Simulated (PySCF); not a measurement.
## CsGa⁺ at PBE0

Level: PBE0. basis Cs def2-SVP with ECP46, Ga def2-SVP; scalar-relativistic core potentials; PySCF 2.14.

For CsGa⁺, the state is ²Σ⁺ (doublet), unpaired electrons σ ↑, the bond length is 4.294 Å and the harmonic wavenumber is 48.3 cm⁻¹. The force constant is 0.0623 mdyn/Å and the rotational constant Be is 0.02015 cm⁻¹. The anharmonicity ωexe is 0.248 cm⁻¹ and the vibration–rotation constant αe is 0.000130 cm⁻¹. The well depth De to Cs⁺ + Ga is 0.40 eV, the dissociation energy D0 is 0.40 eV and the bond order (Mayer) is 0.25. The dipole moment (positive dipole points towards Ga; it is taken about the centre of mass and depends on that origin) is -4.05 D.

Spin–orbit coupling is left out, which matters for elements this heavy, above all for dissociation energies. For an ion De counts to the pair picked by the measured ionisation energies or electron affinities, which need not be the lowest pair at this level. The state was picked by a PBE0 search and need not be the measured ground state.
